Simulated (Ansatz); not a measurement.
Born–Oppenheimer molecular dynamics of Cl3HSn (5 atoms, charge 0, multiplicity 1). It starts from a relaxed structure.

The calculation used RKS r2SCAN-D4/def2-SVP in Ansatz 0.2.0.

- ensemble: NVT, Nosé–Hoover chain
- time step: 0.25 fs
- steps asked: 128
- set temperature: 400 K
- thermostat: time constant 100 fs, chain length 3 (defaults)
- seed: 644052

First frame:

```xyz
5
Properties=species:S:1:pos:R:3
Sn 0.000 0.000 0.038
H 0.000 0.000 1.738
Cl 2.174 0.000 -0.814
Cl -1.086 1.882 -0.815
Cl -1.086 -1.882 -0.815
```

Question: What does the run give?

Answer: The run went to its last step.

```
steps done                                               : 128
time covered                                             : 32 fs
mean temperature over the second half                    : 243 K
spread of the potential energy over the second half      : 1.9 meV per atom
mean potential energy of the second half above the start : 12.4 meV per atom
```

The conserved energy stayed within 0.0025 meV per atom of its start (net change 0.0008 meV per atom), so the integration is sound. The mean temperature of the second half is 39 % below the set value. A run of 0.032 ps of so small a system gives no equilibrium averages.

Question: What happens to the structure?

Answer: The same pairs are bonded in the first frame and the last. Pairs count as bonded within 1.25 times the sum of covalent radii (0.12 Å more for H–H). Another seed would give other details.

Question: How do temperature and energy run in time?

Answer: 
| time (fs) | T (K) | potential energy less start (eV) | conserved less start (meV/atom) |
| --- | --- | --- | --- |
| 0 | 400 | 0.000 | 0.00 |
| 2.5 | 388 | 0.005 | 0.00 |
| 5 | 359 | 0.016 | 0.00 |
| 7.5 | 327 | 0.028 | 0.00 |
| 10 | 289 | 0.043 | 0.00 |
| 12.5 | 248 | 0.059 | 0.00 |
| 15 | 222 | 0.069 | 0.00 |
| 17.5 | 214 | 0.072 | 0.00 |
| 20 | 214 | 0.073 | 0.00 |
| 22.5 | 225 | 0.069 | 0.00 |
| 25 | 249 | 0.060 | 0.00 |
| 27.5 | 269 | 0.052 | 0.00 |
| 30 | 278 | 0.049 | 0.00 |

Run time: 6.8 min on 2 threads of Intel(R) Xeon(R) Platinum 8259CL CPU @ 2.50GHz (Skylake/Cascade Lake), with other jobs on the host, peak memory 0.17 GiB.
